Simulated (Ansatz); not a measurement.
Born–Oppenheimer molecular dynamics of AlH7N2OSi (12 atoms, charge 0, multiplicity 1). It starts from a relaxed structure.

All numbers below come from RKS PBE0/6-31G in Ansatz.

```
ensemble                      : NVE (velocity Verlet)
time step                     : 1 fs
steps asked                   : 166
starting velocities drawn for : 700 K
seed                          : 966948
```

Frames 10 fs apart, positions in Å, forces in eV/Å.

Velocities at 40 fs (Å/ps):

```
Al -1.73 -1.02 -1.81
N 11.29 -3.87 -5.77
H 0.47 15.94 -7.23
H -18.12 -0.91 -1.52
O -3.45 -2.89 -3.86
Si 1.16 1.55 3.71
H 14.49 17.58 18.60
H 24.12 -6.58 23.74
H -36.42 12.44 3.39
N -1.72 1.92 0.83
H -18.56 17.10 12.55
H -30.34 1.62 25.75
```

```xyz
12
Properties=species:S:1:pos:R:3:forces:R:3 time_fs=40 energy_less_start_eV=0.369 T=418
Al -0.262 -0.273 0.030 0.33 -0.36 -0.33
N 0.106 -0.001 1.772 -0.38 0.78 0.01
H -0.391 0.671 2.373 0.36 -0.69 -0.50
H 0.971 -0.303 2.184 0.16 -0.15 0.29
O 0.930 -0.995 -1.054 0.56 -0.32 1.14
Si 2.619 -1.424 -1.200 -0.88 1.40 -0.34
H 2.742 -2.412 -2.284 0.07 -0.41 -0.36
H 3.200 -0.084 -1.619 0.32 -0.31 0.00
H 3.463 -1.917 -0.037 -0.49 0.00 0.16
N -1.847 0.199 -0.639 -0.58 0.34 1.05
H -2.658 0.452 -0.050 0.80 -0.27 -0.77
H -2.005 0.318 -1.620 -0.27 -0.02 -0.36
12
Properties=species:S:1:pos:R:3:forces:R:3 time_fs=50 energy_less_start_eV=0.409 T=396
Al -0.271 -0.290 0.002 0.31 -0.34 -0.60
N 0.205 -0.020 1.709 -2.33 1.95 -0.14
H -0.337 0.686 2.259 0.78 -1.02 -0.61
H 0.923 -0.407 2.245 1.26 -0.75 0.72
O 0.916 -1.030 -1.066 0.56 0.24 0.19
Si 2.609 -1.385 -1.169 -0.15 -0.66 0.49
H 2.906 -2.441 -2.286 -0.28 0.59 0.73
H 3.524 -0.193 -1.428 -0.37 -0.08 -0.06
H 3.056 -1.919 0.252 -0.20 0.17 -0.98
N -1.883 0.229 -0.613 -0.64 0.51 2.85
H -2.644 0.547 0.047 1.34 -0.57 -1.09
H -2.202 0.264 -1.538 -0.28 -0.04 -1.49
12
Properties=species:S:1:pos:R:3:forces:R:3 time_fs=60 energy_less_start_eV=0.552 T=283
Al -0.269 -0.320 -0.047 -0.18 0.35 0.18
N 0.278 -0.018 1.646 -1.94 1.39 -0.09
H -0.228 0.632 2.277 0.65 -0.73 -0.70
H 0.910 -0.584 2.140 1.08 -0.71 0.67
O 0.925 -1.049 -1.065 -0.77 0.82 -0.57
Si 2.583 -1.350 -1.124 -0.07 -0.56 -0.05
H 2.929 -2.380 -2.128 -0.04 -0.27 -0.44
H 3.605 -0.279 -1.298 -0.16 0.54 -0.03
H 2.682 -1.944 0.195 0.86 -0.52 1.09
N -1.906 0.259 -0.566 0.09 0.13 2.01
H -2.620 0.607 0.113 1.02 -0.50 -1.12
H -2.245 0.145 -1.487 -0.54 0.06 -0.96
12
Properties=species:S:1:pos:R:3:forces:R:3 time_fs=70 energy_less_start_eV=0.334 T=443
Al -0.273 -0.337 -0.089 -0.57 0.93 1.11
N 0.324 -0.025 1.583 -0.08 -0.44 -0.08
H -0.047 0.571 2.305 -0.10 0.07 -0.13
H 1.013 -0.662 1.953 0.27 0.10 0.19
O 0.906 -1.029 -1.093 0.04 -0.11 -0.47
Si 2.561 -1.344 -1.063 0.49 -0.46 0.86
H 2.869 -2.334 -2.121 0.21 -0.11 -0.39
H 3.411 -0.085 -1.182 -0.18 -0.27 -0.02
H 2.887 -2.066 0.287 -0.01 0.47 -0.61
N -1.893 0.262 -0.518 -0.71 -0.10 -0.53
H -2.575 0.678 0.110 0.47 -0.16 0.00
H -2.319 0.129 -1.429 0.19 0.09 0.06
12
Properties=species:S:1:pos:R:3:forces:R:3 time_fs=80 energy_less_start_eV=0.585 T=257
Al -0.293 -0.327 -0.099 0.47 -0.05 0.11
N 0.371 -0.063 1.525 1.52 -1.29 -0.15
H 0.053 0.550 2.219 -0.63 0.92 1.08
H 1.225 -0.549 1.843 -0.81 0.46 -0.30
O 0.883 -1.014 -1.146 0.16 -0.81 0.34
Si 2.552 -1.356 -0.996 0.56 0.15 -1.55
H 2.919 -2.209 -2.255 -0.08 0.44 0.86
H 3.147 0.030 -1.096 0.37 -0.17 0.00
H 3.216 -2.007 0.229 -0.67 0.04 -0.15
N -1.896 0.250 -0.501 -0.29 -0.51 -2.39
H -2.396 0.724 0.197 -1.15 0.72 0.83
H -2.368 0.210 -1.425 0.54 0.11 1.33
12
Properties=species:S:1:pos:R:3:forces:R:3 time_fs=90 energy_less_start_eV=0.601 T=249
Al -0.301 -0.316 -0.103 0.61 -0.51 -0.59
N 0.434 -0.098 1.502 1.78 -0.83 -0.50
H 0.046 0.511 2.159 -0.63 0.95 1.49
H 1.402 -0.380 1.765 -1.39 0.25 -0.35
O 0.869 -1.042 -1.182 0.07 -0.43 0.50
Si 2.551 -1.350 -0.966 -0.55 1.32 -1.31
H 3.053 -2.048 -2.159 0.15 -0.49 -0.36
H 3.190 0.008 -0.998 0.26 0.14 0.12
H 3.063 -2.000 0.236 -0.09 -0.57 0.87
N -1.932 0.256 -0.495 -0.17 -0.37 -2.42
H -2.441 0.739 0.181 -1.09 0.88 1.47
H -2.455 0.301 -1.394 1.05 -0.36 1.06
12
Properties=species:S:1:pos:R:3:forces:R:3 time_fs=100 energy_less_start_eV=0.486 T=327
Al -0.292 -0.317 -0.120 -0.27 0.17 0.44
N 0.488 -0.097 1.502 0.73 -0.11 -0.43
H 0.062 0.349 2.288 -0.29 0.21 0.43
H 1.477 -0.312 1.703 -0.95 0.03 -0.25
O 0.859 -1.093 -1.193 0.07 0.55 -0.16
Si 2.550 -1.317 -0.966 -0.19 -0.64 1.18
H 3.179 -2.106 -2.058 -0.04 -0.14 -0.24
H 3.393 -0.051 -0.796 -0.38 -0.17 -0.03
H 2.616 -2.146 0.386 0.30 0.57 -0.89
N -1.983 0.286 -0.485 1.64 -0.92 -0.92
H -2.588 0.692 0.187 -0.55 0.33 0.41
H -2.367 0.206 -1.424 -0.08 0.13 0.46
12
Properties=species:S:1:pos:R:3:forces:R:3 time_fs=110 energy_less_start_eV=0.674 T=183
Al -0.290 -0.314 -0.124 -0.15 0.26 0.63
N 0.517 -0.073 1.491 -0.92 -0.08 0.35
H 0.068 0.130 2.395 0.34 0.02 -0.88
H 1.470 -0.371 1.622 0.17 -0.02 0.13
O 0.850 -1.112 -1.211 -0.24 1.07 -0.29
Si 2.540 -1.302 -0.954 -0.13 -1.60 -0.13
H 3.219 -2.196 -2.032 -0.42 0.72 0.42
H 3.388 -0.106 -0.619 -0.14 0.23 -0.24
H 2.433 -2.136 0.293 0.63 -0.10 0.25
N -1.968 0.285 -0.480 0.21 -0.23 0.76
H -2.701 0.629 0.146 0.86 -0.15 -0.01
H -2.372 0.163 -1.379 -0.22 -0.12 -0.99
12
Properties=species:S:1:pos:R:3:forces:R:3 time_fs=120 energy_less_start_eV=0.541 T=293
Al -0.289 -0.305 -0.110 0.64 -0.22 -0.40
N 0.521 -0.067 1.463 -2.06 0.22 1.70
H 0.042 0.078 2.386 0.76 0.04 -1.50
H 1.439 -0.401 1.606 1.20 -0.26 0.29
O 0.832 -1.075 -1.241 0.24 0.24 0.46
Si 2.519 -1.323 -0.929 -0.62 0.27 -0.14
H 3.146 -2.015 -2.064 0.22 -0.22 -0.45
H 3.218 -0.022 -0.653 0.07 0.14 -0.10
H 2.745 -2.135 0.303 -0.04 -0.25 0.25
N -1.925 0.249 -0.498 0.11 0.44 2.93
H -2.537 0.607 0.266 0.61 -0.38 -1.37
H -2.336 0.154 -1.372 -1.13 -0.03 -1.68
12
Properties=species:S:1:pos:R:3:forces:R:3 time_fs=130 energy_less_start_eV=0.709 T=161
Al -0.267 -0.302 -0.107 0.29 -0.23 -0.42
N 0.511 -0.086 1.464 -1.86 0.94 1.84
H 0.039 0.271 2.328 0.70 -0.50 -1.30
H 1.450 -0.314 1.657 1.16 -0.26 0.27
O 0.826 -1.024 -1.247 0.33 -0.74 0.49
Si 2.487 -1.344 -0.913 0.77 0.82 -0.38
H 3.091 -1.864 -2.167 0.10 -0.39 -0.11
H 3.053 0.075 -0.780 0.16 -0.39 0.28
H 3.041 -2.187 0.304 -0.84 0.43 -0.68
N -1.890 0.203 -0.510 -1.42 1.23 1.97
H -2.485 0.679 0.204 0.83 -0.63 -0.76
H -2.399 0.199 -1.355 -0.23 -0.29 -1.19
12
Properties=species:S:1:pos:R:3:forces:R:3 time_fs=140 energy_less_start_eV=0.508 T=310
Al -0.237 -0.306 -0.117 -1.05 0.39 0.89
N 0.494 -0.094 1.515 -0.46 0.91 0.24
H 0.059 0.479 2.242 0.15 -0.48 -0.27
H 1.472 -0.222 1.718 0.12 -0.20 0.08
O 0.839 -1.012 -1.228 0.10 -0.59 -0.28
Si 2.472 -1.338 -0.930 1.01 0.12 -2.01
H 3.062 -1.946 -2.238 -0.21 0.27 0.81
H 3.103 0.008 -0.689 0.29 -0.03 0.11
H 2.807 -2.219 0.205 -0.09 -0.39 0.50
N -1.915 0.190 -0.510 0.42 0.04 -0.36
H -2.478 0.735 0.135 -0.14 -0.25 -0.49
H -2.275 0.077 -1.462 -0.13 0.21 0.80
12
Properties=species:S:1:pos:R:3:forces:R:3 time_fs=150 energy_less_start_eV=0.552 T=280
Al -0.237 -0.299 -0.099 -0.49 0.23 0.94
N 0.471 -0.063 1.561 1.07 -0.39 -1.13
H 0.035 0.508 2.242 -0.47 0.45 0.85
H 1.447 -0.280 1.814 -0.97 0.06 -0.21
O 0.853 -1.029 -1.222 -0.66 0.68 -0.42
Si 2.487 -1.328 -0.979 0.45 -0.95 0.97
H 3.077 -2.038 -2.117 0.32 -0.10 -0.61
H 3.336 -0.170 -0.518 -0.08 0.16 -0.22
H 2.443 -2.298 0.189 0.43 0.01 0.01
N -1.913 0.184 -0.514 -0.06 -0.88 -2.59
H -2.608 0.705 -0.043 -0.41 0.53 0.98
H -2.303 -0.036 -1.469 0.85 0.20 1.43
```

Of the whole run (166 fs, mean temperature of the second half 257 K): The conserved energy stayed within 1.6 meV per atom of its start (net change 0.3 meV per atom), so the integration is sound. A run of 0.17 ps of so small a system gives no equilibrium averages. Limits of this set-up: no polarisation functions.

Time of the run: 13 min on 1 thread of Arm Neoverse V1 (shared host), peak memory 0.15 GiB.
